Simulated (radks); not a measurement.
Task: The mean radii <r> (bohr) of the occupied orbitals of an atom or ion are listed with their occupations. All-electron calculation, non-relativistic Kohn-Sham, TPSS, spin-polarised, spherical densities, point nucleus; meta-GGA in the generalised Kohn-Sham scheme. Program: a radial shooting solver on a logarithmic mesh with Libxc functionals.

| orbital | occ. | <r> |
|---|---|---|
| 1s up | 1 | 0.06414 |
| 1s down | 1 | 0.06414 |
| 2s up | 1 | 0.2958 |
| 2s down | 1 | 0.2953 |
| 2p up | 3 | 0.2612 |
| 2p down | 3 | 0.2606 |
| 3s up | 1 | 0.9104 |
| 3s down | 1 | 0.9113 |
| 3p up | 3 | 0.9702 |
| 3p down | 3 | 0.9735 |
| 4s up | 1 | 3.346 |
| 3d up | 5 | 1.462 |

Name the element and its charge. Open shells, if any, are filled with parallel spins first.

Result: Z = 24, chromium, charge 0: Cr in [Ar] 3d5 4s1. The 1s radius gives Z: for a bare nucleus <r> = 1.5/Z, 0.0625 bohr for Z = 24, and screening makes it slightly larger (0.06414 here). The occupations add up to 24, and the charge is Z minus that.
